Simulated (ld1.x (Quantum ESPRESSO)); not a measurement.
## Which change was made? (B, RRKJ)

boron, norm-conserving RRKJ (Kleinman–Bylander form), made with ld1.x (Quantum ESPRESSO) 7.5 (PBEsol, scalar-relativistic). Core [He], reference 2s2 2p1. Waves: 2s (bound): rc 1.40 bohr; 2p (bound): rc 3.70 bohr. Local part: all-electron potential smoothed inside 1.70 bohr (lloc = -1). Core correction: none. rho0 = 0.001.

Cutoffs, loose and tight: the cutoffs (Ry, on a coarse ladder) from which the occupation-weighted sum of valence levels, in a spherical-Bessel basis at the reference potential, stays within 10 and 1 mRy of its value at 400 Ry. They do not see the model core or the augmentation charge, which bear on the density cutoff. Test errors are all-electron minus pseudo excitation energies from the reference, over the configurations 2s2 2p0; 2s1 2p0; 2s2 2p0.5; 2s0 2p3; 2s1 2p1; 2s2 2p1.3; 2s1 2p2; variants that change the core or the reference have their own tests.

The base gives: outcome: generated; cutoff, loose: 35 Ry; cutoff, tight: 50 Ry; bound ghosts: none; largest test error (meV): +669.

(1) After one change the result is: outcome: generated; cutoff, loose: 35 Ry; cutoff, tight: 50 Ry; bound ghosts: none; largest test error (meV): +156. Which change was it?
A. wave 2p (bound): rc 3.70 bohr becomes 2p (bound): rc 3.98 bohr
B. wave 2p (bound): rc 3.70 bohr becomes 2p (bound): rc 2.40 bohr
C. wave 2p (bound): rc 3.70 bohr becomes 2p (bound): rc 3.10 bohr
D. wave 2p (bound): rc 3.70 bohr becomes 2p (bound): rc 4.36 bohr

Results:

(1) B. The others give: wave 2p (bound): rc 3.70 bohr becomes 2p (bound): rc 4.36 bohr → outcome: generated; cutoff, loose: 35 Ry; cutoff, tight: 50 Ry; bound ghosts: none; largest test error (meV): +1085 | wave 2p (bound): rc 3.70 bohr becomes 2p (bound): rc 3.10 bohr → outcome: generated; cutoff, loose: 35 Ry; cutoff, tight: 50 Ry; bound ghosts: none; largest test error (meV): +367 | wave 2p (bound): rc 3.70 bohr becomes 2p (bound): rc 3.98 bohr → outcome: generated; cutoff, loose: 35 Ry; cutoff, tight: 50 Ry; bound ghosts: none; largest test error (meV): +856.
